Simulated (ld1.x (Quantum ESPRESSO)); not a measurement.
## thulium, ultrasoft: configuration errors across variants

ld1.x (Quantum ESPRESSO) 7.5 input, shortened:

```
&input
   title='Tm', zed=69., rel=1, dft='PBE', iswitch=3,
   config='[Xe] 4f13 5d0 6s1.5 6p0'
 /
 &inputp
   pseudotype=3, tm=.true., lloc=-1, rcloc=1.55,
   nlcc=.true., new_core_ps=.true., rcore=0.90,
   which_augfun='PSQ', rmatch_augfun_nc=.true.
 /
8
5S  1  0   2.00   0.00  1.60  2.00  0.0
6S  2  0   1.50   0.00  1.60  2.00  0.0
5P  2  1   6.00   0.00  1.95  2.25  0.0
6P  3  1   0.00   0.00  1.95  2.25  0.0
5D  3  2   0.00   0.00  2.30  2.60  0.0
5D  3  2   0.00   1.80  2.30  2.60  0.0
4F  4  3  13.00   0.00  0.85  1.05  0.0
4F  4  3   0.00   3.70  0.85  1.05  0.0
 &test
   configts(1)='4f13 5s2 5p6 5d0 6s1.5 6p0'
 /
```

All-electron excitation energies from the reference (eV): (1) 4f13 5s2 5p6 5d0 6s2 6p0 -2.567; (2) 4f13 5s2 5p6 5d0 6s1 6p0 3.890; (3) 4f13 5s2 5p6 5d0 6s0 6p0 15.990; (4) 4f12 5s2 5p6 5d1 6s1 6p0 9.515; (5) 4f13 5s2 5p5 5d0 6s2 6p0 29.832; (6) 4f12 5s2 5p6 5d1 6s2 6p0 2.366; (7) 4f13 5s2 5p6 5d1 6s0 6p0 6.629.

The overlap operator is not positive definite (basis up to 400 Ry) in “base”, “waves 4f (bound): rcut 0.66, rcutus 0.70 bohr; 4f channel at 3.7 Ry: rcut 0.66, rcutus 0.70 bohr”, “waves 4f (bound): rcut 0.72, rcutus 0.76 bohr; 4f channel at 3.7 Ry: rcut 0.72, rcutus 0.76 bohr”, “waves 4f (bound): rcut 0.82, rcutus 0.86 bohr; 4f channel at 3.7 Ry: rcut 0.82, rcutus 0.86 bohr”, “waves 4f (bound): rcut 0.85, rcutus 1.00 bohr; 4f channel at 3.7 Ry: rcut 0.85, rcutus 1.00 bohr”, “waves 4f (bound): rcut 0.85, rcutus 1.18 bohr; 4f channel at 3.7 Ry: rcut 0.85, rcutus 1.18 bohr”, “waves 4f (bound): rcut 0.85, rcutus 1.26 bohr; 4f channel at 3.7 Ry: rcut 0.85, rcutus 1.26 bohr”, “waves 4f (bound): rcut 0.85, rcutus 1.38 bohr; 4f channel at 3.7 Ry: rcut 0.85, rcutus 1.38 bohr”, “waves 4f (bound): rcut 0.85, rcutus 1.50 bohr; 4f channel at 3.7 Ry: rcut 0.85, rcutus 1.50 bohr”, “waves 4f (bound): rcut 0.85, rcutus 1.60 bohr; 4f channel at 3.7 Ry: rcut 0.85, rcutus 1.60 bohr”. Such files are unfit for use, however small their errors in these radial tests.

Errors AE − PS in meV (a dash: test not solved or not reliable):

```csv
change,(1),(2),(3),(4),(5),(6),(7),bound ghosts
base,+0.8,-1.2,-4.7,+411,-28,+391,-4.6,not determined (overlap not positive)
"waves 4f (bound): rcut 0.66, rcutus 0.70 bohr; 4f channel at 3.7 Ry: rcut 0.66, rcutus 0.70 bohr",+0.9,-1.1,-5.1,+406,-33,+383,-4.5,not determined (overlap not positive)
"waves 4f (bound): rcut 0.72, rcutus 0.76 bohr; 4f channel at 3.7 Ry: rcut 0.72, rcutus 0.76 bohr",+0.8,-1.2,-5.2,+394,-36,+371,-4.5,not determined (overlap not positive)
"waves 4f (bound): rcut 0.82, rcutus 0.86 bohr; 4f channel at 3.7 Ry: rcut 0.82, rcutus 0.86 bohr",+0.8,-1.3,-5.4,+382,-38,+359,-4.5,not determined (overlap not positive)
"waves 4f (bound): rcut 0.85, rcutus 1.00 bohr; 4f channel at 3.7 Ry: rcut 0.85, rcutus 1.00 bohr",+0.8,-1.2,-4.7,+415,-27,+395,-4.6,not determined (overlap not positive)
"waves 4f (bound): rcut 0.85, rcutus 1.18 bohr; 4f channel at 3.7 Ry: rcut 0.85, rcutus 1.18 bohr",+0.8,-1.2,-4.7,+398,-29,+377,-4.6,not determined (overlap not positive)
"waves 4f (bound): rcut 0.85, rcutus 1.26 bohr; 4f channel at 3.7 Ry: rcut 0.85, rcutus 1.26 bohr",+0.8,-1.2,-4.9,+425,-29,+404,-4.7,not determined (overlap not positive)
"waves 4f (bound): rcut 0.85, rcutus 1.38 bohr; 4f channel at 3.7 Ry: rcut 0.85, rcutus 1.38 bohr",+0.8,-1.2,-5.0,+423,-32,+402,-4.6,not determined (overlap not positive)
"waves 4f (bound): rcut 0.85, rcutus 1.50 bohr; 4f channel at 3.7 Ry: rcut 0.85, rcutus 1.50 bohr",+0.9,-1.2,-5.0,+413,-36,+390,-4.6,not determined (overlap not positive)
"waves 4f (bound): rcut 0.85, rcutus 1.60 bohr; 4f channel at 3.7 Ry: rcut 0.85, rcutus 1.60 bohr",+0.9,-1.2,-5.2,+418,-39,+396,-4.6,not determined (overlap not positive)
```

(1) Give the same row for: waves 4f (bound): rcut 0.85, rcutus 1.08 bohr; 4f channel at 3.7 Ry: rcut 0.85, rcutus 1.08 bohr.

## Answers

(1) +0.8, -1.2, -4.7, +406, -28, +386, -4.6; bound ghosts: not determined (overlap not positive). Its overlap operator is not positive definite in a basis up to 400 Ry (lowest eigenvalue p -0.13, d -0.39), so the file is unfit for use: the generalised eigenproblem breaks down once the basis is large enough, and its test numbers describe a broken file.
